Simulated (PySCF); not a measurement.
Mapped SMILES: `[CH3:1][O:2][S:3](=[O:4])(=[O:5])[c:6]1[cH:7][cH:8][cH:9][cH:10][cH:11]1` (H(Xn): hydrogen on atom n).

Geometry: PBE0-D3(BJ)/def2-SVP; GIAO absolute shieldings from PySCF 2.14, gas phase, non-relativistic, averaged over equivalent atoms.

At PBE0/pcSseg-1 (234 basis functions):
```tsv
atoms	σ (ppm)
C6	41.6
C9	45.0
C7/C11	49.9
C8/C10	50.4
C1	135.2
O4/O5	117.3
O2	142.3
S3	169.4
H(C7)/H(C11)	23.14
H(C9)	23.57
H(C8)/H(C10)	23.65
H(C1)	27.43
```

Problem. What do these become at CAM-B3LYP/pcSseg-2?

Solution. 
| atoms | σ at CAM-B3LYP/pcSseg-2 | change |
| --- | --- | --- |
| C6 | 30.5 | -11.1 |
| C9 | 35.1 | -9.9 |
| C7/C11 | 39.4 | -10.5 |
| C8/C10 | 41.7 | -8.7 |
| C1 | 131.7 | -3.5 |
| O4/O5 | 116.6 | -0.7 |
| O2 | 138.7 | -3.6 |
| S3 | 122.9 | -46.5 |
| H(C7)/H(C11) | 22.98 | -0.16 |
| H(C9) | 23.50 | -0.07 |
| H(C8)/H(C10) | 23.64 | -0.01 |
| H(C1) | 27.54 | +0.11 |

The largest change is at S3 (sulfonyl sulfur). Cost: 515 basis functions. The order of the carbon signals is the same at both levels.
